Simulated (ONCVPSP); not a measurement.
## Scattering properties, ONCV potential for zirconium (Zr)

```
Element                 : Zr
Generator               : ONCVPSP 4.0.1
Type                    : optimised norm-conserving Vanderbilt (ONCV)
Functional              : PBE
Relativity              : scalar-relativistic
Frozen core             : [Ar] 3d10
Valence charge          : 12
Reference configuration : 4s2 4p6 4d2 5s1 5p1
Partial waves           : 4s+5s: rc 2.05 bohr, ncon 4, nbas 8, qcut 6.9 1/bohr, 3 projectors, debl 2.1 Ha; 4p+5p: rc 2.35 bohr, ncon 3, nbas 7, qcut 5.7 1/bohr, 2 projectors; 4d: rc 2.45 bohr, ncon 4, nbas 9, qcut 7.2 1/bohr, 1 projector; f scattering state at 0.18 Ha: rc 1.85 bohr, ncon 5, nbas 8, qcut 6.2 1/bohr, 3 projectors, debl 1.5 Ha
Local potential         : polynomial inside 1.50 bohr (lpopt 5, dvloc0 -1 Ha)
Core correction         : Teter function, fcfact 3.75, rcfact 1.5
```

The phase is arctan(r·R′/R) of the radial function R(r), unwrapped; energies in Ha, scanned from -4 to 5 Ha. A pole is an energy at which the radial function vanishes at the test radius. The pseudo phase is shifted by a multiple of π to meet the all-electron one at the reference energy, and phase errors are pseudo minus all-electron; the curves can meet again beyond the range given. Levels narrower than the energy grid can be missing from the lists of poles. Where the grid stepped over a known ghost or core level, its pole and its step of π were put in at the level’s energy.

```json
{"channel": "s", "radius (bohr)": "2.08", "reference energy (Ha)": "-0.19", "poles, all-electron": "-1.83, 3.80", "poles, pseudo": "-1.83, 3.80", "unbroken range about the reference energy with phases within 0.05 rad": "the whole range", "phase error 1 Ha above the reference energy (rad)": "+0.000"}
{"channel": "p", "radius (bohr)": "2.39", "reference energy (Ha)": "-0.08", "poles, all-electron": "-1.08, 2.94", "poles, pseudo": "-1.08, 2.88", "unbroken range about the reference energy with phases within 0.05 rad": "below 4.2", "phase error 1 Ha above the reference energy (rad)": "-0.002"}
{"channel": "d", "radius (bohr)": "2.49", "reference energy (Ha)": "-0.17", "poles, all-electron": "0.26, 3.71", "poles, pseudo": "0.26, 3.69", "unbroken range about the reference energy with phases within 0.05 rad": "the whole range", "phase error 1 Ha above the reference energy (rad)": "+0.000"}
{"channel": "f", "radius (bohr)": "1.88", "reference energy (Ha)": "0.18", "poles, all-electron": "2.76", "poles, pseudo": "-2.17, 2.76", "unbroken range about the reference energy with phases within 0.05 rad": "above -2.2", "phase error 1 Ha above the reference energy (rad)": "+0.000"}
```

Note: ghosts flagged at negative energy: f at -59.1 eV; GHOST(+) flagged for s at 279.1 eV. A true bound ghost makes a file unfit for plane-wave use.

Phases in the p channel:

| E (Ha) | all-electron | pseudo |
| --- | --- | --- |
| -3.98 | 1.378 | 1.378 |
| -3.74 | 1.369 | 1.369 |
| -3.50 | 1.358 | 1.358 |
| -3.26 | 1.345 | 1.345 |
| -3.02 | 1.330 | 1.330 |
| -2.78 | 1.310 | 1.310 |
| -2.54 | 1.285 | 1.285 |
| -2.30 | 1.250 | 1.250 |
| -2.06 | 1.194 | 1.194 |
| -1.82 | 1.087 | 1.087 |
| -1.58 | 0.747 | 0.747 |
| -1.34 | -0.926 | -0.927 |
| -1.10 | -1.551 | -1.551 |
| -0.86 | -1.717 | -1.717 |
| -0.62 | -1.819 | -1.819 |
| -0.38 | -1.918 | -1.918 |
| -0.14 | -2.048 | -2.048 |
| 0.10 | -2.257 | -2.257 |
| 0.34 | -2.657 | -2.658 |
| 0.58 | -3.336 | -3.337 |
| 0.82 | -3.921 | -3.923 |
| 1.06 | -4.226 | -4.228 |
| 1.30 | -4.387 | -4.389 |
| 1.54 | -4.484 | -4.486 |
| 1.78 | -4.550 | -4.552 |
| 2.02 | -4.597 | -4.600 |
| 2.26 | -4.635 | -4.638 |
| 2.50 | -4.665 | -4.669 |
| 2.74 | -4.692 | -4.697 |
| 2.98 | -4.717 | -4.723 |
| 3.22 | -4.740 | -4.749 |
| 3.46 | -4.764 | -4.776 |
| 3.70 | -4.790 | -4.807 |
| 3.94 | -4.819 | -4.845 |
| 4.18 | -4.853 | -4.897 |
| 4.42 | -4.899 | -4.980 |
| 4.66 | -4.963 | -5.143 |
| 4.90 | -5.070 | -5.596 |
